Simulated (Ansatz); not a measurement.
A structure relaxed at PBE-D4/def2-SVP in Ansatz, charge -1, singlet:

```tsv
atom	x (Å)	y (Å)	z (Å)
Ga1	0.8524	-3.9237	0.1898
N2	0.9088	-2.3868	-1.1727
Ga3	-2.6190	-1.5943	-1.4143
N4	-2.5748	0.0116	-2.7406
Ga5	-1.7316	-2.2826	1.5516
N6	0.1469	-2.9366	1.7577
N7	-1.5671	-0.8942	0.0903
Ga8	0.2793	-0.6778	-0.4023
Ga9	-1.3576	1.5301	-2.2750
N10	0.3910	0.7216	-1.8380
Ga11	1.3910	-1.5586	2.5004
N12	1.4816	-0.1876	1.0165
Ga13	3.3464	-0.2119	0.3980
Ga14	1.5990	2.2150	-1.3771
N15	3.3669	1.3875	-0.9367
Ga16	-2.2820	0.7582	0.8071
N17	-1.9951	2.1964	-0.5564
N18	-0.9731	1.2378	2.2593
Ga19	0.9662	1.5110	1.7938
Ga20	-0.9048	3.7391	0.1272
N21	0.8940	2.8657	0.3210
H22	-0.2102	-4.9591	-0.3906
H23	2.3712	-4.3594	0.3931
H24	0.3141	-2.6511	-1.9715
H25	1.8817	-2.2884	-1.4974
H26	-1.8075	-2.6994	-2.2453
H27	-4.1693	-1.7639	-1.1060
H28	-2.3402	-0.3466	-3.6776
H29	-3.5345	0.3738	-2.8386
H30	-2.6734	-3.4591	1.0223
H31	-2.1522	-1.5026	2.8935
H32	0.0821	-3.6432	2.5094
H33	-1.3182	2.5588	-3.4850
H34	0.7536	0.2855	-2.6996
H35	2.8493	-2.1785	2.7011
H36	0.6769	-0.8465	3.7531
H37	3.6298	-1.4404	-0.5923
H38	4.4063	0.2252	1.4992
H39	1.7951	3.2802	-2.5394
H40	3.8327	1.0822	-1.8034
H41	3.9885	2.1159	-0.5558
H42	-3.7826	0.8102	1.3137
H43	-2.9274	2.6087	-0.7178
H44	-0.9987	0.4572	2.9396
H45	-1.3180	2.0694	2.7602
H46	1.7947	2.1028	3.0081
H47	-0.8301	4.8786	-0.9885
H48	-1.4396	4.1340	1.5870
H49	1.5077	3.6362	0.6290
```

Task: Give its formula and point group.

Result: Ga₁₁N₁₀H₂₈⁻, a nanocrystal cut from wurtzite GaN (hydrogen-capped). Point group Cs (tolerance 0.1 Å).

Task: Summarise the bond lengths by kind (pairs closer than 1.2 times the sum of covalent radii, bridged metal pairs left out).

Result: 28 × Ga–N 1.92 to 2.08 Å; 16 × Ga–H 1.58 to 1.61 Å; 12 × H–N 1.03 to 1.04 Å.

Single mean-field runs in def2-SVP are fitted with def2-universal-jkfit.
